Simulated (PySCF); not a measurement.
# V(OH)₂ at several levels of theory

All levels use the PBE0 minimum (quartet; O–H 0.952 Å (×2), V–O 1.775 Å (×2); H–O–V 180.0° (×2), O–V–O 180.0°), basis [V def2-TZVP, O def2-TZVP, H def2-TZVP], no relativity, density fitting, no spin–orbit coupling, PySCF. For vertical energies the ionised species is a triplet (spins chosen at PBE0 and kept) and the electron-attached one a triplet. Atomisation goes to high-spin ground-configuration atoms, without zero-point energy. Open shells are unrestricted, also as the reference of the correlated levels. A dash marks a value that was not computed or is not defined at that level.

```
  level  atomisation (kJ/mol)  vertical IP (eV)  vertical EA (eV)  −ε(HOMO) (eV)
   PBE0                  1830              7.70             -0.27           5.55
     HF                  1153              7.65             -1.21           9.54
    MP2                  1827              7.65             -0.65              –
    PBE                  1959              7.47             -0.09           4.03
 r2SCAN                  1897              7.72             -0.33           4.43
  B3LYP                  1836              7.73             -0.03           5.29
  TPSSh                  1853              7.55             -0.32           4.81
  B97-3                  1799              7.59             -0.14           5.47
LC-wPBE                  1883              7.84             -0.43           8.22
```

Spin contamination in at least one species weakens the values at: HF, MP2.

Without diffuse functions attachment energies tend to come out too low.

Other spin states or occupations of the open shell can lie lower.
